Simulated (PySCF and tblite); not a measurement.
Values are calculated unless marked as measured or tabulated.
C₄H₄FN₃, numbered as in [H]/[N:1]=[CH:2]\[c:3]1[cH:4][n:5][c:6]([F:7])[nH:8]1.

Free energies: PBE0-D3(BJ)/def2-SVP (IEF-PCM, chloroform) on GFN2-xTB structures plus GFN2-xTB thermal terms, symmetry and mirror images included. Conformers within 3 kcal/mol (GFN2-xTB free energy) were kept, 10 at most. (PySCF 2.14, tblite 0.8.)

Rotational constants are equilibrium values for the commonest isotopes; dipoles come from the energy level named and are polarised by its solvent model.

Torsions listed: N1–C2–C3–N8.

```tsv
conformer	shape	symmetry	weight %
1	0°	Cs	82.6
2	180°	Cs	17.4
```

Sets of constants, in random order:

| set | A (MHz) | B (MHz) | C (MHz) | abs μa (D) | abs μb (D) | abs μc (D) |
| --- | --- | --- | --- | --- | --- | --- |
| P | 7135 | 1281 | 1086 | 0.52 | 2.77 | 0.00 |
| Q | 5431 | 1418 | 1124 | 0.16 | 2.21 | 0.00 |

Match each set to its conformer.

P is conformer 2, Q is conformer 1.
